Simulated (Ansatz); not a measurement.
Frontier orbitals of `CCB(O)S`.

```xyz
12

C     1.340    0.540    0.783
C     0.434    0.322   -0.421
B    -0.899   -0.452   -0.121
O    -1.156   -0.870    1.145
S    -2.131   -0.815   -1.423
H     0.833    1.113    1.562
H     2.248    1.082    0.508
H     1.640   -0.410    1.230
H     0.173    1.284   -0.881
H     0.972   -0.220   -1.210
H    -1.988   -1.337    1.260
H    -1.465   -0.237   -2.433
```

The species carries charge 0 and has multiplicity 1. Geometry: relaxed with PBE0-D4/def2-TZVP. It is one conformer, not always the lowest. Basis def2-TZVPP, Ansatz 0.2.0.

```tsv
functional	HOMO (eV)	LUMO (eV)	gap (eV)
PBE	-6.37	-0.73	5.64
revPBE	-6.32	-0.64	5.68
BLYP	-6.21	-0.71	5.50
B97M-V	-6.73	-0.53	6.20
PBE0	-7.61	0.17	7.78
LC-ωPBE	-10.36	2.35	12.71
ωB97M-V	-9.82	1.76	11.58
HF	-10.46	2.97	13.43
```

Against PBE, PBE0 changes HOMO and LUMO by −1.25 and +0.90 eV, ωB97M-V by −3.45 and +2.49 eV. A gap of 5.64 eV thus becomes 11.58 eV for the same molecule, so an orbital gap means little without its functional. A positive LUMO is unbound and depends on the basis.

LC-ωPBE has ω = 0.4 bohr⁻¹.
